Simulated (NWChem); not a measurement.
Molecule: SiNH5; SMILES N[SiH3]

```xyz
7

Si    -0.0064    -0.5766     0.0000
N     -0.0504     1.1566     0.0000
H     -0.7129    -1.0553    -1.2263
H     -0.7129    -1.0553     1.2263
H      1.3548    -1.2152     0.0000
H      0.2570     1.6509    -0.8309
H      0.2570     1.6509     0.8309
```
Atoms are numbered in this order, from 1.

The geometry was optimised at PBE0/def2-SVP.

Symmetry labels are those of Cs in the frame above (b1 and b2, or b-type labels, depend on it).

### Question
List the 4 lowest vertical singlet excitations from CAM-B3LYP/def2-SVPD, TDA (NWChem).

### Answer
```
state  energy (eV)  oscillator strength  symmetry  leading excitation (squared amplitude)
-----  -----------  -------------------  --------  --------------------------------------
S1            6.33                0.019        a'                      HOMO → LUMO (0.95)
S2            7.73                0.036        a'                    HOMO → LUMO+1 (0.92)
S3            7.80                0.003        a"                    HOMO → LUMO+2 (0.96)
S4            8.24                0.028        a'                    HOMO → LUMO+3 (0.48)
```
